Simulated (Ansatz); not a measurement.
Gas-phase electronic energies from Ansatz, PBE0-D4/def2-TZVP geometries. CBS: MP2 limit from def2 TZ/QZ plus the TZ coupled-cluster correction, frozen cores. This one scheme is used for every species. Functionals use def2-TZVPP. B3LYP here is the variant with VWN-RPA as its local correlation; programs differ in this. For Ge outer-core shells are correlated without core-valence functions, which leaves a few kJ/mol of doubt a bond. Scalar relativity is left out up to krypton. One conformer a species, not always the lowest.

`[AlH2][CH](S)[GeH3]` + `CCBS` → `CC[BH][AlH2]` + `S[CH](S)[GeH3]`  (redistribution)

| level | ΔE (kJ/mol) | difference from CCSD(T)/CBS |
| --- | --- | --- |
| PBE-D4 | 190.5 | -4.6 |
| r2SCAN-D4 | 201.1 | 6.0 |
| PBE0-D4 | 193.6 | -1.5 |
| B3LYP-D4 | 192.7 | -2.4 |
| ωB97X-V | 191.3 | -3.8 |
| ωB97M-V | 197.5 | 2.4 |
| B2PLYP | 198.6 | 3.5 |
| PBE | 191.3 | -3.8 |
| r2SCAN | 201.2 | 6.1 |
| PBE0 | 194.2 | -0.9 |
| B3LYP | 194.1 | -1.0 |
| HF/def2-TZVPP | 192.0 | -3.1 |
| MP2/def2-TZVPP | 205.6 | 10.5 |
| SCS-MP2/def2-TZVPP | 198.7 | 3.6 |
| CCSD/def2-TZVPP | 195.6 | 0.5 |
| CCSD(T)/def2-TZVPP | 197.3 | 2.2 |
| HF/def2-QZVPP | 191.6 | -3.5 |
| MP2/def2-QZVPP | 204.2 | 9.1 |
| SCS-MP2/def2-QZVPP | 197.5 | 2.4 |
| HF/CBS(def2) | 191.5 | -3.6 |
| MP2/CBS(def2) | 203.4 | 8.3 |
| CCSD/CBS(def2) | 193.4 | -1.7 |
| CCSD(T)/CBS | 195.1 | 0 |

Largest T1 diagnostic among the species: 0.012.

In def2-TZVPP, CCSD(T) changes the Hartree–Fock value by +5.3 kJ/mol (the triples alone add +1.8 kJ/mol) and MP2 by +13.6 kJ/mol.
